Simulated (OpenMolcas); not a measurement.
## B2+: CASPT2 settings compared

```yaml
Program: OpenMolcas 26.06
Basis: ANO-R1 [3s2p1d]
Scalar_Hamiltonian: X2C, finite nucleus
Active_space: 1 electron in 4 orbitals (2s 2p)
State_averaging: 2S+1 = 2 even, 1 root; 2S+1 = 2 odd, 3 roots
Spin-orbit_coupling: state interaction with AMFI integrals over the reference wave functions, term energies averaged over their components
```

Methods on the same reference wave functions:
A. CASSCF
B. SS-CASPT2, IPEA 0 Eh, real shift 0.1 Eh (closed shells correlated: 1s)
C. SS-CASPT2, IPEA 0.5 Eh, no level shift (closed shells correlated: 1s)
D. SS-CASPT2, IPEA 0.35 Eh, imaginary shift 0.15 Eh (closed shells correlated: 1s)

Energies in cm⁻¹ above 2s ²S_1/2, the measured ground level; measured values from Moore, Atomic Energy Levels, vol. I, NSRDS-NBS 35 (1971 reprint of NBS Circular 467, 1949).

```json
{"Level": "2s ²S_1/2", "A": "0.0", "B": "0.0", "C": "0.0", "D": "0.0", "Measured": "0.0"}
{"Level": "2p ²P°_1/2", "A": "50544", "B": "50476", "C": "50478", "D": "50477", "Measured": "48358"}
{"Level": "2p ²P°_3/2", "A": "50567", "B": "50499", "C": "50500", "D": "50500", "Measured": "48393"}
```

Deviations, from unrounded energies. A percentage is the sum of absolute deviations over the sum of measured energies, with the sign that they share, or ± where signs differ.

| Against measurement | Levels | A | B | C | D |
| --- | --- | --- | --- | --- | --- |
| mean absolute deviation (cm-1) | 2 | 2200 | 2100 | 2100 | 2100 |
| other configurations (%) | 2 | +4.5 | +4.4 | +4.4 | +4.4 |

A, B, C, D lie about equally close to measurement. The largest miss of B in the table is 2p ²P°_1/2, by +2100 cm-1. The ranking rests on the paired levels alone, and a cruder setting can come out closer through cancelling errors.

Among B to D no level of the table moves by more than 5 cm-1.

The lowest spin-free term lies below A's lowest term by 0.001 hartree in B, 0.001 hartree in C, 0.001 hartree in D.

With one active electron the reference holds no correlation, so core polarisation is missing (holds for A). With one active electron, CASPT2 adds the correlation within the correlated inactive shells and between them and that electron, and leaves the splitting within a term as the reference gives it (holds for B; C; D). Computed and measured levels are paired by configuration, term and J; levels that our copy of the source lacks, or whose pairing is in doubt (as where it misses far off the trend of its configuration), stay unpaired and out of the deviations. Levels of configurations outside the active space are missing.

° marks odd parity.
